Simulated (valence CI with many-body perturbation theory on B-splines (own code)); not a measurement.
**Ce XXVI: calculated level list**

Calculated by relativistic CI+MBPT: five valence electrons over a frozen Dirac-Fock core [Ar] 3d10, a basis of 11 s, 11 p, 10 d, 8 f, 5 g, 2 h functions for each j, with the one-electron correlation potential Σ1 (screened to all orders), the two-electron term Σ2, the three-electron term Σ3, Breit, model QED; selected single and double excitations, second order for the rest, scaled by the run's own slope (own B-spline code, finite nucleus).

No measured levels were compared; by estimate levels hold to about 250 cm⁻¹ or 0.2 % of their energy and the worst to 1 %, as in measured heavy ions of charge 2 to 7; those with d or f electrons hold less well. Among the levels kept, up to 2100 cm⁻¹ of a level comes from second order outside the variational space, and about a tenth of that is noise between levels of different J, which matters for small intervals.

Levels 46 to 90 of 166, with energies above the lowest level, (4s^2 4p1/2^2 4p3/2) J=3/2. "Leading %" is the weight of the configuration and term that name the level; weights of strongly mixed levels are sums over their largest components and can fall short. In the jj column 3d3/2^4 stands for four electrons in 3d with j = 3/2. Lifetimes count E1, E2, E3, M1 and M2 decay at the calculated energies, and are blank where another channel may lead or the interval is too uncertain; long ones can be off by a factor of two.

```tsv
No.	Configuration	Term	J	E (eV)	Leading %	g	Lifetime	Leading jj
46	4s4p³4d	⁶D°	7/2	176.52	48	1.426	180 ps	4s 4p1/2^2 4p3/2 4d3/2 (57 %)
47	4s4p³4d	⁶D°	9/2	179.92	59	1.448	209 ps	4s 4p1/2^2 4p3/2 4d5/2 (82 %)
48	4s4p³4d	⁴F°	3/2	182.58	40	0.884	29.6 ps	4s 4p1/2^2 4p3/2 4d3/2 (46 %)
49	4s4p³4d	⁴D°	5/2	185.27	36	1.368	22.1 ps	4s 4p1/2^2 4p3/2 4d5/2 (73 %)
50	4s4p³4d	⁴G°	5/2	188.38	42	0.824	22.0 ps	4s 4p1/2^2 4p3/2 4d3/2 (78 %)
51	4s4p³4d	⁴D°	1/2	190.69	54	0.565	11.7 ps	4s 4p1/2^2 4p3/2 4d3/2 (77 %)
52	4s4p³4d	⁴D°	7/2	190.71	23	1.250	13.5 ps	4s 4p1/2^2 4p3/2 4d5/2 (39 %)
53	4s4p³4d	⁴D°	7/2	194.07	25	1.152	25.7 ps	4s 4p1/2^2 4p3/2 4d5/2 (74 %)
54	4s4p³4d	⁴D°	3/2	194.89	52	1.060	30.2 ps	4s 4p1/2 4p3/2^2 4d3/2 (67 %)
55	4s4p³4d	⁴D°	1/2	194.99	71	0.442	25.1 ps	4s 4p1/2^2 4p3/2 4d5/2 (41 %)
56	4s4p³4d	⁴F°	5/2	196.15	57	1.169	27.2 ps	4s 4p1/2 4p3/2^2 4d3/2 (68 %)
57	4p⁵	²P°	1/2	196.60	38	1.249	18.0 ps	4p1/2 4p3/2^4 (38 %)
58	4s4p³4d	⁴F°	7/2	198.52	60	1.279	35.2 ps	4s 4p1/2 4p3/2^2 4d3/2 (51 %)
59	4p⁵	²P°	1/2	198.68	21	1.126	16.2 ps	4s 4p1/2 4p3/2^2 4d3/2 (34 %)
60	4s4p³4d	⁴D°	3/2	198.97	43	1.366	8.13 ps	4s 4p1/2^2 4p3/2 4d5/2 (72 %)
61	4s4p³4d	²F°	5/2	199.58	24	1.153	6.33 ps	4s 4p1/2^2 4p3/2 4d5/2 (47 %)
62	4s4p³4d	²D°	3/2	200.73	20	1.260	5.84 ps	4s 4p1/2^2 4p3/2 4d3/2 (32 %)
63	4s4p³4d	⁴G°	9/2	201.50	63	1.269	70.6 ps	4s 4p1/2 4p3/2^2 4d5/2 (62 %)
64	4s4p³4d	⁴D°	7/2	201.95	51	1.250	41.9 ps	4s 4p1/2 4p3/2^2 4d5/2 (53 %)
65	4s4p³4d	⁴F°	9/2	203.54	73	1.305	77.1 ps	4s 4p1/2 4p3/2^2 4d5/2 (55 %)
66	4s4p³4d	⁴G°	11/2	207.61	95	1.271	64.1 ps	4s 4p1/2 4p3/2^2 4d5/2 (95 %)
67	4s4p³4d	²G°	9/2	207.83	59	1.182	74.7 ps	4s 4p1/2 4p3/2^2 4d5/2 (57 %)
68	4s4p³4d	⁴D°	1/2	208.24	48	0.681	5.94 ps	4s 4p1/2 4p3/2^2 4d3/2 (32 %)
69	4s4p³4d	⁴F°	3/2	209.35	46	0.726	7.83 ps	4s 4p1/2 4p3/2^2 4d3/2 (72 %)
70	4s4p³4d	⁴P°	5/2	209.54	35	1.312	3.97 ps	4s 4p1/2 4p3/2^2 4d3/2 (41 %)
71	4s4p³4d	⁴F°	5/2	209.78	17	1.050	7.33 ps	4s 4p1/2 4p3/2^2 4d3/2 (65 %)
72	4s4p³4d	²G°	7/2	210.04	30	1.113	5.27 ps	4s 4p1/2 4p3/2^2 4d3/2 (56 %)
73	4s4p³4d	⁴S°	3/2	211.08	25	1.328	3.54 ps	4s 4p1/2 4p3/2^2 4d3/2 (63 %)
74	4s4p³4d	²S°	1/2	212.20	43	2.110	9.05 ps	4s 4p1/2 4p3/2^2 4d5/2 (80 %)
75	4s4p³4d	²D°	3/2	212.84	26	0.996	4.94 ps	4s 4p1/2 4p3/2^2 4d3/2 (71 %)
76	4s4p³4d	⁴D°	5/2	213.31	25	1.197	7.06 ps	4s 4p1/2 4p3/2^2 4d3/2 (52 %)
77	4s4p³4d	⁴D°	7/2	214.37	34	1.203	2.92 ps	4s 4p1/2 4p3/2^2 4d3/2 (66 %)
78	4s4p³4d	⁴D°	5/2	214.49	43	1.278	9.17 ps	4s 4p1/2 4p3/2^2 4d5/2 (61 %)
79	4s4p³4d	⁴P°	3/2	215.31	40	1.313	4.28 ps	4s 4p1/2 4p3/2^2 4d5/2 (54 %)
80	4s4p³4d	⁴D°	7/2	216.26	29	1.211	19.3 ps	4s 4p1/2 4p3/2^2 4d5/2 (75 %)
81	4s4p³4d	⁴P°	5/2	216.78	30	1.233	5.99 ps	4s 4p1/2 4p3/2^2 4d5/2 (62 %)
82	4s4p³4d	²G°	9/2	217.54	54	1.144	23.1 ps	4s 4p1/2 4p3/2^2 4d5/2 (67 %)
83	4s4p³4d	²F°	7/2	217.62	57	1.149	9.71 ps	4s 4p1/2 4p3/2^2 4d5/2 (65 %)
84	4s4p³4d	⁴S°	3/2	218.01	34	1.568	3.47 ps	4s 4p1/2 4p3/2^2 4d5/2 (69 %)
85	4s4p³4d	²D°	5/2	218.31	21	1.165	6.02 ps	4s 4p1/2 4p3/2^2 4d5/2 (57 %)
86	4s4p³4d	²P°	1/2	218.87	45	1.091	2.04 ps	4s 4p1/2 4p3/2^2 4d3/2 (70 %)
87	4s²4p4d²	⁴G°	5/2	219.67	16	0.965	5.37 ps	4s^2 4p1/2^2 4f5/2 (26 %)
88	4s4p³4d	⁴D°	7/2	220.38	13	1.209	14.9 ps	4s 4p1/2 4p3/2^2 4d5/2 (40 %)
89	4s4p³4d	²P°	3/2	221.08	26	1.127	3.07 ps	4s 4p1/2 4p3/2^2 4d5/2 (52 %)
90	4s4p³4d	²F°	7/2	221.79	37	1.124	5.90 ps	4s 4p1/2 4p3/2^2 4d5/2 (41 %)
```

Where two levels of one J and parity lie close, their mixing, g and order are uncertain.
